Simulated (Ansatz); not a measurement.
A structure relaxed at PBE0-D4/def2-TZVP, charge 0, multiplicity 1:

Cartesian coordinates in Å:
```
C 0.312 1.200 -0.573
O -0.316 0.309 0.328
B -0.105 -1.029 0.296
O -0.722 -1.854 1.176
F 0.713 -1.583 -0.598
H -0.457 1.756 -1.112
H 0.943 0.672 -1.291
H 0.924 1.905 -0.007
H -1.291 -1.375 1.782
```

(1) Give its formula and SMILES.

(2) Point group (tolerance 0.08 Å, 0.16 Å for H)?

(3) Summarise the bond lengths by kind.

## Answers

(1) CH4BFO2, `COB(O)F`.

(2) Cs.

(3) 1 × C–O 1.414 Å; 3 × C–H 1.091 to 1.092 Å; 2 × B–O 1.354 to 1.355 Å; 1 × B–F 1.333 Å; 1 × H–O 0.960 Å.

Computed with Ansatz.
